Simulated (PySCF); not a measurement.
Delta-SCF ions had no search for a lower state. Excitations are Tamm–Dancoff values on a coarser integration grid. The basis has no diffuse functions, so Rydberg states are missing or too high.

# CH4OSi2, SMILES `O=C[SiH]=[SiH2]` (O–C–Si–Si torsion 21°) (charge 0, multiplicity 1)

These are PySCF 2.14.0 with TPSSh-D3(BJ)/def2-TZVP // B3LYP-D3(BJ)/def2-TZVP values and carry that method's errors.

```yaml
HOMO: -5.89 eV
dipole_moment: 2.09 D
LUMO: -3.15 eV
HOMO–LUMO gap: 2.74 eV
S1 excitation (TDA): 2.71 eV
S1 oscillator strength: 0.006
brightest of the four lowest singlets (TDA): 3.66 eV
T1 excitation (TDA): 1.43 eV
S1–T1 gap (TDA): 1.28 eV
vertical ionisation energy (Delta-SCF): 8.14 eV
total_energy: -694.7474 Ha
cost: about 5 core-minutes (a rough figure)
```

```xyz
8

O     -2.0282     1.1094    -0.1293
C     -1.7664    -0.0605     0.0256
Si     0.0017    -0.7049     0.3485
Si     1.6606     0.5509    -0.2207
H     -2.5804    -0.8208     0.0026
H      0.1342    -2.1786     0.3237
H      1.5257     2.0168    -0.2937
H      3.0527     0.0876    -0.0566
```
Charge 0, spin multiplicity 1.
